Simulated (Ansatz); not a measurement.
CH4OSi, SMILES `O[C][SiH3]` (triplet; the order of the spin states depends on the level; H–O–C–Si torsion 114°) (charge 0, multiplicity 3). This triplet lies 0.46 eV above the relaxed singlet at the level frozen-core CCSD(T)/cc-pVTZ // PBE0-D3(BJ)/def2-TZVP (Ansatz, a first-principles code); other levels give the other order.

These are B3LYP/cc-pVTZ // PBE0-D3(BJ)/def2-TZVP in Ansatz values and carry that method's errors.

Ansatz 0.2 input:
```yaml
crystal:
  periodic: [false, false, false]
  atoms:
    - { symbol: O, position_ang: [1.97245, -0.17798, -0.049325] }
    - { symbol: C, position_ang: [0.740511, -0.40679, -0.48038] }
    - { symbol: Si, position_ang: [-0.912957, 0.254355, -0.042009] }
    - { symbol: H, position_ang: [2.345561, -0.955516, 0.386646] }
    - { symbol: H, position_ang: [-1.284216, -0.024168, 1.377403] }
    - { symbol: H, position_ang: [-1.881011, -0.418423, -0.940337] }
    - { symbol: H, position_ang: [-0.980336, 1.728521, -0.251998] }
basis:
  gaussian: { orbitals: cc-pVTZ }
hamiltonian:
  xc: b3lyp
magnetization:
  spin_polarized: true
  initial_magnetization: 2
```

Output:

```
Functional definition: B3LYP
855 factors; their error is unknown
mean field evaluation 1: about -11022.4023 eV, gradient 2.8e1 eV
mean field evaluation 2: about -11020.3416 eV, gradient 3.8e1 eV
mean field evaluation 4: about -11025.2352 eV, gradient 2.1e0 eV
mean field evaluation 8: about -11025.2579 eV, gradient 4.2e-2 eV
mean field evaluation 16: about -11025.2755 eV, gradient 2.2e-5 eV
mean field -11025.27553580 eV, -405.1714027404 hartree, gradient 2.2e-5 eV, S^2 2.006815; 0 other end points of the search recorded, 0 dependent functions left out
reference -11025.27576917 eV, -405.1714113167 hartree; 17, 15 occupied and 133, 135 virtual orbitals, 855 factors
Total energy: -11025.27576917 eV, -405.1714113167 hartree
```
